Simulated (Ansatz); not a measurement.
Gas-phase electronic energies from Ansatz, PBE0-D4/def2-TZVP geometries. CBS: MP2 limit from def2 TZ/QZ plus the TZ coupled-cluster correction, frozen cores. Functionals use def2-TZVPP. B3LYP here is the variant with VWN-RPA as its local correlation; programs differ in this. For Ge outer-core shells are correlated without core-valence functions, which leaves a few kJ/mol of doubt a bond. Scalar relativity is left out up to krypton. One conformer a species, not always the lowest.

Reaction (ligand exchange at a B–C bond): `BCN=C=C` + `S[CH2][GeH3]` → `BS[CH2][GeH3]` + `C=C=NC`

```json
{"level": "PBE-D4", "ΔE (eV)": "-1.18"}
{"level": "PBE", "ΔE (eV)": "-1.17"}
{"level": "B3LYP", "ΔE (eV)": "-1.09"}
{"level": "MP2/def2-TZVPP", "ΔE (eV)": "-1.16"}
```

Problem. What does CCSD(T)/CBS give? (An estimate is asked.)

Solution. Ansatz gave: -1.12 eV. The listed levels differ from it by -0.06, -0.05, 0.03, -0.04 eV.

Largest T1 diagnostic among the species: 0.014.

From PBE to PBE0 (25 % exact exchange), in def2-TZVPP and without D4, ΔE moves by +0.04 eV. In def2-TZVPP, CCSD(T) changes the Hartree–Fock value by −0.16 eV (the triples alone add −0.04 eV) and MP2 by −0.19 eV.
